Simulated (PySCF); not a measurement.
Lowest singlet excitation (eV) of eight boron compounds: TDA-PBE beside TDA-PBE0, computed with PySCF for isolated molecules in the bases named; differences from unrounded values. The eight are the first of their class met in an unordered collection, after screening for sound electronic states; none was chosen by its value. Each molecule has one DFT geometry for both levels.

```tsv
molecule	basis	TDA-PBE0	TDA-PBE	difference
C3H7BO2, SMILES C1B(CC1O)O	def2-SVPD	6.32	5.29	-1.03
C5H9B, SMILES B(CC)(C#C)C	def2-SVPD	4.44	4.14	-0.30
C3H6BFO, SMILES C1B(CF)OC1	def2-SVPD	6.54	6.03	-0.51
C3H7BFN, SMILES C/C=C/B(N)F	def2-SVPD	6.36	5.60	-0.76
C₃H₆BNO, SMILES CB(O)CC#N	def2-SVPD	7.14	6.56	-0.58
C₃H₇BF₂O, SMILES C[C@@H](O)B(F)CF	def2-SVPD	6.13	4.99	-1.14
C₃H₇BN₂, SMILES C=C=CB(N)N	def2-SVPD	5.48	4.94	-0.54
C₃H₄BFO₂, SMILES FB1C=COCO1	def2-SVPD	5.89	5.38	-0.51
```

TDA-PBE lies below TDA-PBE0 in 8 and above it in 0 of the eight; the mean signed difference is -0.67 and the largest -1.14 eV.
